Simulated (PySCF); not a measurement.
**EPR parameters of C6H11O**

Compound: C₆H₁₁O (doublet state).
Z-matrix (Å and degrees, GFN2-xTB geometry), rows numbered from 1:
```
C 
C   1  1.4752
C   2  1.4861  1  123.23
C   3  1.5602  2  111.93  1  -131.62
C   4  1.5285  3  103.47  2   127.94
C   5  1.5286  4  101.59  3   -24.47
O   6  1.4082  5  104.90  4    38.33
H   1  1.0872  2  110.06  3     0.88
H   1  1.0948  2  111.14  3  -119.95
H   1  1.0953  2  111.36  3   121.81
H   2  1.0770  1  119.61  3   173.95
H   3  1.1057  2  109.70  1   106.61
H   4  1.0903  3  109.53  2     9.85
H   4  1.0875  3  111.77  2  -110.68
H   5  1.0902  4  110.52  3    91.84
H   5  1.0876  4  113.10  3  -145.37
H   6  1.0907  5  114.02  4   155.92
H   6  1.1005  5  110.30  4   -80.67
```

The hyperfine couplings belong to this conformer and change with its torsions.

The species is `C[CH][C@H]1CCCO1` [radical].

Theory: UKS B3LYP, pcH-1 on C H O, non-relativistic, mean-field spin-orbit, GIAO (PySCF). Geometry: GFN2-xTB, one conformer, isolated molecule. Couplings are sensitive to structure, and on GFN2-xTB geometries they can be far from those on DFT ones. The SCF solution wasn't tested for stability.

```
g1, g2, g3                      : 2.00211, 2.00269, 2.00284
g_iso                           : 2.00255
Form of g                       : rhombic: the two nearest values differ by 20 % of g3 − g1
⟨S²⟩                            : 0.7540 (exact 0.7500)
α and β electrons               : 28, 27
HOMO–LUMO gap, α and β orbitals : 6.04, 5.87 eV
```

Isotropic coupling and dipolar principal values T1 to T3, in 10⁻⁴ cm⁻¹ (1 × 10⁻⁴ cm⁻¹ = 2.998 MHz):

| atom | isotope | a_iso | T1 | T2 | T3 | Mulliken spin population |
| --- | --- | --- | --- | --- | --- | --- |
| C1 | 13C | -11.3 | -0.9 | 0.2 | 0.7 | -0.09 |
| C2 | 13C | 30.9 | -27.1 | -26.8 | 54.0 | 1.02 |
| C3 | 13C | -12.2 | -0.7 | 0.0 | 0.7 | -0.08 |
| C4 | 13C | 20.1 | -1.5 | -1.3 | 2.8 | 0.03 |
| C5 | 13C | 0.4 | -0.2 | -0.2 | 0.4 | 0.00 |
| C6 | 13C | 0.0 | -0.3 | 0.0 | 0.2 | 0.00 |
| O7 | 17O | -1.2 | -0.5 | 0.2 | 0.4 | 0.00 |
| H8 | 1H | 1.1 | -1.6 | -1.3 | 2.9 | 0.00 |
| H9 | 1H | 39.5 | -1.7 | -1.2 | 2.9 | 0.05 |
| H10 | 1H | 39.9 | -1.8 | -1.3 | 3.1 | 0.05 |
| H11 | 1H | -20.4 | -12.8 | -0.2 | 13.0 | -0.04 |
| H12 | 1H | 39.9 | -1.9 | -1.1 | 2.9 | 0.05 |
| H13 | 1H | -0.6 | -2.3 | -0.5 | 2.8 | 0.00 |
| H14 | 1H | 0.5 | -1.0 | -0.7 | 1.7 | 0.00 |
| H15 | 1H | 0.6 | -0.4 | -0.3 | 0.7 | 0.00 |
| H16 | 1H | 0.2 | -0.4 | -0.3 | 0.7 | 0.00 |
| H17 | 1H | -0.1 | -0.3 | -0.3 | 0.7 | 0.00 |
| H18 | 1H | 0.6 | -0.8 | -0.7 | 1.5 | 0.00 |

The largest Mulliken spin populations are on C2 (+1.02), C1 (-0.09) and C3 (-0.08). C2 is the only atom above +0.15. The positive populations add up to 1.21 and the negative ones to -0.21, together 2S = 1. The angles at C2 add up to 359.7°, so it is planar; its axial dipolar tensor and the negative coupling of its proton fit spin in a p orbital normal to that plane.

Axes: g2 points within 12° of the C1–C2 bond.

Under fast tumbling the dipolar parts average out, and these isotropic splittings remain (the largest six): 1 × 1H (H12, I = 1/2, 2 lines) with 4.27 mT, 3 × 1H (H8/H9/H10, I = 1/2, 4 lines) with 2.87 mT, 1 × 1H (H11, I = 1/2, 2 lines) with 2.18 mT, 1 × 1H (H18, I = 1/2, 2 lines) with 0.06 mT, 1 × 1H (H15, I = 1/2, 2 lines) with 0.06 mT and 1 × 1H (H13, I = 1/2, 2 lines) with 0.06 mT.

Class means assume fast exchange of nuclei equivalent by connectivity; if that motion is slow, each nucleus keeps its own coupling. The three 1H nuclei of mean +80.5 MHz run from 3.3 to 119.8 MHz in the frozen geometry.

The 13C coupling of C2 (92.6 MHz) shows only in satellite lines or after enrichment, since that isotope makes up about 1.07 % of natural carbon.

The spin density at the nucleus, in bohr⁻³, is negative for C3 (-0.0325), C1 (-0.0301) and H11 (-0.0137), for instance. A restricted open-shell determinant has no negative spin density anywhere; here it arises because α and β orbitals differ (spin polarisation).
